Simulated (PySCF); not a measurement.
H2O2V, neutral, multiplicity 4. Atoms are numbered in the order given.

```xyz
5

V      0.0000     0.0000     0.0000
O      0.0000     0.0000     1.7744
H      0.0000     0.0000     2.7260
O      0.0000     0.0000    -1.7744
H      0.0000     0.0000    -2.7260
```
Charge 0, spin multiplicity 4.

Geometry: PBE0-D3(BJ)/def2-TZVP. The spin state was assumed, not searched. Other conformers were not sampled.

All values below come from PBE/def2-TZVPD (PySCF).

Mulliken values depend strongly on the basis, most of all with diffuse functions as here. ESP charges are fitted to the potential on shells at 1.4 to 2.0 van der Waals radii. Atomic charges (e):

| atom | meta-Löwdin | ESP fit | Mulliken | Mulliken spin |
|---|---|---|---|---|
| V1 | (withheld) | 0.66 | 1.06 | 3.06 |
| O2 | (withheld) | -0.80 | -0.78 | -0.04 |
| H3 | (withheld) | 0.47 | 0.25 | 0.00 |
| O4 | (withheld) | -0.80 | -0.78 | -0.04 |
| H5 | (withheld) | 0.47 | 0.25 | 0.00 |

Q: Complete the blanks. (An estimate is asked for; the answer gives what the named calculation found.)

A: 
- V1, meta-Löwdin: 0.80
- O2, meta-Löwdin: -0.75
- H3, meta-Löwdin: 0.36
- O4, meta-Löwdin: -0.75
- H5, meta-Löwdin: 0.36
